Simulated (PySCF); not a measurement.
Cl2GeH4OSi, SMILES Cl[SiH](Cl)[O][GeH3].

Geometry: r2SCAN-D4/def2-SVP. The structure was generated by enumeration, and PubChem lists no compound with its InChIKey, so it may never have been made. The values are those of a single conformer.

Two levels are set side by side: TDA-PBE/def2-SVPD (PySCF) and TDA-ωB97X/def2-SVPD (PySCF). Vertical, same geometry. The lowest singlet is HOMO→LUMO 96 % with PBE and HOMO→LUMO 56 %, HOMO−4→LUMO 15 %, HOMO−2→LUMO 14 % with the other functional; states are paired by order. Differences are taken from unrounded values.

| quantity | TDA-ωB97X |
|---|---|
| lowest singlet excitation (eV) | 7.76 |
| lowest triplet excitation (TDA) (eV) | 7.37 |

What does TDA-PBE give, and how far is it from TDA-ωB97X? (An estimate is asked for; the answer gives what the named calculation found.)


```
quantity                              TDA-PBE  TDA-PBE minus TDA-ωB97X
------------------------------------  -------  -----------------------
lowest singlet excitation (eV)           6.38                    -1.38
lowest triplet excitation (TDA) (eV)     6.14                    -1.23
```

A lower first singlet is the usual sign of a functional without exact exchange. Differences between two approximate levels are no errors against the true value.

Rough cost on one machine, each run with all the roots and properties that it gave: TDA-ωB97X against TDA-PBE about 6 times.
